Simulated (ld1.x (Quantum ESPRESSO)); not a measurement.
## Reading a pseudo-wave (Sc)

Columns: radius, all-electron u(r) and pseudo u(r) of the 3d shell (level -10.23 eV) of scandium in the configuration [Ne] 3s2 3p6 3d1 4s1 4p0; LDA (PZ), scalar-relativistic, PAW scheme, ld1.x (Quantum ESPRESSO) 7.5.

| r (bohr) | all-electron | pseudo |
| --- | --- | --- |
| 0.163 | 0.0757 | 0.0035 |
| 0.325 | 0.2720 | 0.0266 |
| 0.488 | 0.4676 | 0.0826 |
| 0.650 | 0.6092 | 0.1729 |
| 0.813 | 0.6939 | 0.2891 |
| 0.975 | 0.7317 | 0.4118 |
| 1.138 | 0.7370 | 0.5215 |
| 1.300 | 0.7214 | 0.5997 |
| 1.463 | 0.6928 | 0.6390 |
| 1.625 | 0.6571 | 0.6406 |
| 1.788 | 0.6174 | 0.6152 |
| 1.950 | 0.5764 | 0.5766 |
| 2.113 | 0.5353 | 0.5353 |
| 2.275 | 0.4954 | 0.4954 |
| 2.438 | 0.4568 | 0.4568 |
| 2.600 | 0.4204 | 0.4204 |
| 2.763 | 0.3859 | 0.3859 |
| 2.925 | 0.3536 | 0.3536 |
| 3.088 | 0.3233 | 0.3233 |
| 3.250 | 0.2951 | 0.2951 |
| 3.413 | 0.2688 | 0.2688 |
| 3.575 | 0.2446 | 0.2446 |
| 3.738 | 0.2220 | 0.2220 |
| 3.900 | 0.2014 | 0.2014 |
| 4.063 | 0.1822 | 0.1822 |
| 4.225 | 0.1648 | 0.1648 |

(1) How many radial nodes do the two functions have?

(2) At about which radius was the pseudo-wave matched?

(3) Is the pseudo-wave norm-conserving?

## Answers

(1) The all-electron 3d function has n − l − 1 = 0; the pseudo-wave has 0.

(2) 2.15 bohr. The columns agree to 0.0005 from 1.95 bohr on; several derivatives are matched, so the curves merge somewhat inside the radius.

(3) No, it belongs to a PAW set: the norm inside the radius is not constrained, and the difference is carried by the augmentation charge.
